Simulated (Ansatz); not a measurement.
A nudged elastic band was laid between two geometries of CH₇AsN₂ (11 atoms, charge 0, multiplicity 1).

Theory: Ansatz 0.2.0, RKS BHLYP/def2-SVP.

```yaml
movable_images: 5
climbing_image: yes
spring: 5.0 eV/Å²
optimiser: quadratic models (default)
start_path: IDPP
force_threshold: 0.03 eV/Å
iteration_limit: 60
end_points: relaxed
```

Initial state:

```xyz
11
Properties=species:S:1:pos:R:3
C -0.304 1.756 0.694
N -0.377 0.357 0.369
As 0.890 -0.452 -0.663
N 0.447 -2.198 -0.267
H -0.807 1.961 1.646
H -0.743 2.427 -0.061
H 0.742 2.052 0.817
H -1.310 -0.017 0.298
H 0.177 -0.511 -2.019
H 0.197 -2.759 -1.066
H 1.153 -2.675 0.273
```

Final state:

```xyz
11
Properties=species:S:1:pos:R:3
C -0.239 1.605 0.449
N -0.274 0.646 -0.627
As 1.041 -0.630 -0.762
N 0.528 -2.081 0.247
H -0.617 1.227 1.412
H -0.822 2.497 0.194
H 0.792 1.934 0.613
H -1.209 0.353 -0.867
H 0.475 -1.196 -2.046
H -0.437 -2.374 0.200
H 0.828 -2.038 1.209
```

(1) What changes between the two ends?

(2) What energy profile does the band end with?

(3) What is the geometry of the highest image?

## Answers

(1) No bond is made or broken. The height of N4 over the plane of its neighbours goes from 0.33 to -0.30 Å.

(2) The forces met the threshold. The highest image is number 1 of 0 to 6, 0.000 eV above the first end and 0.146 eV above the last; the last end lies 0.146 eV below the first. The top lies less than 8 meV above the higher end, about what the thresholds resolve: that end is a shoulder or a very shallow well. A vibrational analysis at the climbing image gives one clearly imaginary mode, 60i cm⁻¹: a first-order saddle point.

```
image  path coordinate (Å)  energy (eV)  height of N4 over the plane of its neighbours (Å)
    0                 0.00        0.000                                               0.33
    1                 0.37        0.000                                               0.32
    2                 0.88       -0.016                                               0.30
    3                 1.39       -0.062                                              -0.20
    4                 1.89       -0.107                                              -0.30
    5                 2.40       -0.134                                              -0.30
    6                 2.91       -0.146                                              -0.30
```

(3) 
```xyz
11
Properties=species:S:1:pos:R:3:forces:R:3
C -0.308 1.766 0.672 -0.01 -0.01 0.00
N -0.447 0.412 0.210 0.00 0.01 -0.01
As 0.877 -0.468 -0.669 0.00 0.00 0.00
N 0.484 -2.196 -0.166 0.00 0.00 0.00
H -0.814 1.912 1.634 0.00 0.00 0.00
H -0.699 2.524 -0.023 0.00 0.00 0.00
H 0.750 1.993 0.831 0.00 0.00 0.00
H -1.393 0.084 0.100 0.00 0.00 0.00
H 0.220 -0.637 -2.040 0.00 -0.01 0.00
H 0.187 -2.812 -0.906 0.00 0.00 0.00
H 1.209 -2.636 0.378 0.00 0.00 0.00
```

The run took 100 s on 2 threads of Intel(R) Xeon(R) Platinum 8375C CPU @ 2.90GHz (Ice Lake), with other jobs on the host, peak memory 0.34 GiB.
